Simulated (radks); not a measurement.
Problem. Ionisation ladder of aluminium, from Al to Al8+. Each ion is in the ground configuration listed by NIST, and IE = E(next ion) - E(this ion). Calculated with a radial shooting solver on a logarithmic mesh with Libxc functionals: non-relativistic Kohn-Sham, PBE, spin-polarised, spherical densities, point nucleus; open shells are filled with parallel spins first.

| species | configuration | IE, Delta-SCF (eV) | -e(HOMO) (eV) | HOMO |
|---|---|---|---|---|
| Al | [Ne] 3s2 3p1 | 5.964 | 3.018 | 3p up |
| Al+ | [Ne] 3s2 | 18.760 | 14.785 | 3s |
| Al2+ | [Ne] 3s1 | ? | 24.440 | 3s up |
| Al3+ | [Ne] | ? | 104.13 | 2p |
| Al4+ | [He] 2s2 2p5 | 154.25 | 136.94 | 2p down |
| Al5+ | [He] 2s2 2p4 | 189.97 | 171.88 | 2p down |
| Al6+ | [He] 2s2 2p3 | ? | 221.55 | 2p up |
| Al7+ | [He] 2s2 2p2 | 285.59 | 263.74 | 2p up |
| Al8+ | [He] 2s2 2p1 | ? | 307.68 | 2p up |

Estimate the withheld Delta-SCF values.

Solution. Al2+: 28.822 eV (NIST 28.448); Al3+: 120.33 eV (NIST 119.99); Al6+: 242.48 eV (NIST 241.8); Al8+: 330.06 eV (NIST 330.21).
